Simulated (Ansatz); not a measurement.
F2HO2Ta (`[O]=[Ta]([OH])([F])[F]`). Charge 0, multiplicity 1. Ta: def2 effective core potential. All single points use the PBE0-D4/def2-TZVP geometry. It is one conformer, not always the lowest.

```xyz
6

O     0.900   -0.568   -1.443
Ta    0.332    0.288   -0.073
O    -1.169   -0.630    0.611
F     1.704    0.325    1.207
F    -0.160    2.014   -0.619
H    -1.607   -1.430    0.318
```

Q: What is the dipole moment at ωB97M-V/def2-TZVPP? (An estimate is asked.)

A: The calculation gave: 2.58 D, with components (-2.05, -0.83, 1.33) D in this frame, pointing from negative to positive charge.

Q: And with PBE, r2SCAN, B3LYP? (An estimate is asked.)

A: The calculation gave: PBE 2.49 D, r2SCAN 2.55 D, B3LYP 2.57 D.

Q: Give the Mulliken charges with ωB97M-V, B3LYP, r2SCAN in def2-TZVPP. (Estimate.)

A: Ansatz gave: 
```tsv
atom	ωB97M-V	B3LYP	r2SCAN
O1	-0.43	-0.43	-0.44
Ta2	1.29	1.30	1.31
O3	-0.41	-0.42	-0.44
F4	-0.33	-0.33	-0.33
F5	-0.33	-0.33	-0.33
H6	0.21	0.22	0.23
```

B3LYP here is the variant with VWN-RPA as its local correlation; programs differ in this.
